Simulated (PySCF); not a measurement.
# Static response to an electric field

Species: F2H3PSi.
Cartesian coordinates in Å at the PBE0-D3(BJ)/def2-SVP level; atoms count from 1:
```xyz
7
F2H3PSi angstrom
F      1.6597    1.1018    0.6077
P      1.2655    0.1535   -0.6503
F      1.7228   -1.2788   -0.0368
Si    -0.9516   -0.0813   -0.0598
H     -1.0264   -0.4743    1.3765
H     -1.5500   -1.1395   -0.9272
H     -1.6492    1.2185   -0.2902
```

Level: CAM-B3LYP/def2-SVPD (PySCF), static field, nuclei fixed, core orbitals frozen in the response. The polarisability tensor in these axes (au):

```
x   68.57  1.62 -3.81
y    1.62 51.17  0.14
z   -3.81  0.14 50.19
```

Give the principal values, the mean and the anisotropy Δα = √{½[(α1 − α2)² + (α2 − α3)² + (α1 − α3)²]}.

Principal values 49.32, 51.15 and 69.46 au; mean 56.64 au = 8.39 Å³ = 9.34 × 10⁻⁴⁰ C²·m²/J; Δα = 19.29 au (34 % of the mean).

What is the dipole moment, and where does it point?

(-1.75, 0.18, -0.84) D, 1.95 D in size, pointing from the negative to the positive side. Measured along this direction, the outermost atoms are F3 and F1 at the negative end and H7 and H6 at the positive end.

Form Σ f/ω² (atomic units) for the 10 lowest TDDFT singlets, given as eV and f, and set it beside the mean polarisability, which is this sum over all singlets: 4.84, 0.0044; 5.55, 0.0935; 6.75, 0.1956; 7.34, 0.1789; 7.67, 0.0038; 8.00, 0.0133; 8.52, 0.0143; 8.63, 0.0190; 8.76, 0.0130; 8.76, 0.1325.

They add up to 9.97 au, 17.6 % of the 56.64 au; the largest single term is 3.18 au, from the state at 6.75 eV. Terms in order: 0.14, 2.24, 3.18, 2.46, 0.05, 0.15, 0.15, 0.19, 0.13, 1.28 au. Higher excitations give the rest. The strengths listed sum to 0.668.

How large is μ²/3kT at 298 K beside α?

In Gaussian units μ²/3kT = 30.79 Å³ against 8.39 Å³, a ratio of 3.67; the Debye molar polarisation (4π/3)N_A(α + μ²/3kT) is 98.8 cm³/mol, leaving out the vibrational part.

Rayleigh depolarisation ratio (linearly polarised light, static tensor)?

ρ = 3Δα²/(45ᾱ² + 4Δα²) = 1116.4/(144382 + 1488.5) = 0.00765.

Directions of the eigenvectors, and the extent of the frame along each?

Largest value along (0.98, 0.09, -0.19), where the nuclei span 3.05 Å; middle along (-0.03, 0.96, 0.26), 2.47 Å; least along (0.21, -0.25, 0.95), 2.13 Å. The response follows the extents in order.

Give the eigenvalues of the traceless quadrupole moment Θ = ½Σq(3rr − r²1), origin at the centre of nuclear charge.

-1.68, -0.12, 1.80 D·Å. The values depend on the origin, since the dipole doesn't vanish. The electronic extent ⟨r²⟩ about the same centre is 498 bohr², a root-mean-square distance of 1.67 Å for the 50 electrons.

Geometry: PBE0-D3(BJ)/def2-SVP; no solvent, vibrations or thermal averaging.
